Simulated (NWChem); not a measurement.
# Plane-wave run on Li₃P (Li3N type)

```
CELL_PARAMETERS angstrom
      4.41035     0.00000     0.00000
     -2.20517     3.81947     0.00000
      0.00000     0.00000     4.67068
ATOMIC_POSITIONS crystal
  Li 0.00000 0.00000 0.50000
  Li 0.33333 0.66667 0.00000
  Li 0.66667 0.33333 0.00000
  P  0.00000 0.00000 0.00000
```

The numbers come from NWChem runs, not from measurements. Origin of the cell: lattice set by a structure generator, not relaxed at this level; this structure type may not be the compound's usual one.

Norm-conserving pseudopotentials with valence charges Li 1, P 5, fixed occupations, no spin-orbit coupling, density cut at twice the wavefunction cutoff.

Level: LDA (Vosko), default library, cutoff 30 Ha, density from a 3×3×3 mesh. Bands run along Γ–M–K–Γ–A–L–H–A with k in units of the cell's reciprocal vectors.

### Question
What gap does the band structure show, and how wide is the group of occupied bands?

### Answer
It shows an indirect gap along this path of 0.89 eV from A to L (smallest direct gap on this path 1.54 eV). The 4 occupied bands reach 8.6 eV below the valence-band top.
